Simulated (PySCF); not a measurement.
# Two-component Hartree-Fock for Te (tellurium, neutral)

Start: [Kr] 4d10 5s2 5p4; 5p1/2 filled at m_j = -1/2, +1/2; 5p3/2 filled at m_j = +1/2, +3/2. Calculated with PySCF 2.14 in x2c-TZVPPall-2c with one added diffuse shell each of s, p, d, f type (9s10p6d3f, 90 functions): generalised Hartree-Fock with the X2C-1e Hamiltonian and a Gaussian nucleus; spin-orbit coupling (SO) screened by Boettger's factors.

```
spinor shell  electrons  ε, screened SO (eV)  weight of nominal j (screened SO)  rms radius, screened SO (bohr)
       1s1/2          2             -31969.5                              1.000                          0.0318
       2s1/2          2              -4999.6                              1.000                           0.130
       2p1/2          2              -4672.6                              1.000                           0.112
       2p3/2          4              -4395.5                              1.000                           0.117
       3s1/2          2              -1036.6                              1.000                           0.343
       3p1/2          2              -900.84                              1.000                           0.336
       3p3/2          4              -847.50                              1.000                           0.347
       3d3/2          4              -610.09                              1.000                           0.320
       3d5/2          6              -599.16                              1.000                           0.323
       4s1/2          2              -193.24                              1.000                           0.815
       4p1/2          2              -144.39                              1.000                           0.858
       4p3/2          4              -134.05                              1.000                           0.887
       4d3/2          4              -54.043                              0.996                            1.04
       4d5/2          6              -52.385                              0.997                            1.05
       5s1/2          2              -20.310                              0.999                            2.29
       5p3/2          2              -10.174                              0.779                            2.86
       5p1/2          2               -9.542                              0.716                            2.86
```

| quantity | screened SO |
| --- | --- |
| E (hartree) | -6791.85770 |
| M_J | 2 |
| ⟨J²⟩ | 6.031 |
| ⟨L²⟩ | 2.290 |
| ⟨S²⟩ | 1.902 |

Each row is a mean over spinors that exchange with the open shell spreads, by up to 4.160 eV (5s1/2).

Rows whose weight is well below 1 are mixtures of j = l ± 1/2: exchange outweighs spin-orbit coupling there, and the label is only the starting occupation.

Breit and QED terms are absent; they matter most for the inner s and p1/2 levels.

Densities and radii are taken from the X2C orbitals without a picture-change correction, which distorts them close to the nucleus.
